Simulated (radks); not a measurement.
Results of a calculation; reference values are marked as such.
Charge is removed step by step from the 5p (averaged over the sub-levels emptied) level of Ta, starting from [Xe] 4f14 5d3 6s2. Level of theory: Dirac Kohn-Sham, PBE, spin-unpolarised, spherical densities, point nucleus; open shells are shared between the two j in proportion to 2j + 1 (a radial shooting solver on a logarithmic mesh with Libxc functionals).

[
 {"removed (e)": "0", "E - E(0) (eV)": "0.000", "eigenvalue (eV)": "-39.855", "E minus straight line (eV)": "0.000"},
 {"removed (e)": "0.125", "E - E(0) (eV)": "5.063", "eigenvalue (eV)": "-41.169", "E minus straight line (eV)": "-0.622"},
 {"removed (e)": "0.25", "E - E(0) (eV)": "10.294", "eigenvalue (eV)": "-42.532", "E minus straight line (eV)": "-1.077"},
 {"removed (e)": "0.375", "E - E(0) (eV)": "15.698", "eigenvalue (eV)": "-43.939", "E minus straight line (eV)": "-1.359"},
 {"removed (e)": "0.5", "E - E(0) (eV)": "21.281", "eigenvalue (eV)": "-45.386", "E minus straight line (eV)": "-1.462"},
 {"removed (e)": "0.625", "E - E(0) (eV)": "27.046", "eigenvalue (eV)": "-46.871", "E minus straight line (eV)": "-1.382"},
 {"removed (e)": "0.75", "E - E(0) (eV)": "33.000", "eigenvalue (eV)": "-48.389", "E minus straight line (eV)": "-1.114"},
 {"removed (e)": "0.875", "E - E(0) (eV)": "39.145", "eigenvalue (eV)": "-49.939", "E minus straight line (eV)": "-0.655"},
 {"removed (e)": "1", "E - E(0) (eV)": "45.486", "eigenvalue (eV)": "-51.518", "E minus straight line (eV)": "0.000"}
]

Removing the whole electron costs 45.486 eV by Delta-SCF, against 39.855 eV from minus the eigenvalue at the starting occupation. Slater's transition state (half an electron removed) gives 45.386 eV. Integrating minus the eigenvalue over the occupation (Janak's theorem) gives 45.486 eV. The mean slope of the eigenvalue, de/dn, is 11.7 eV per electron.
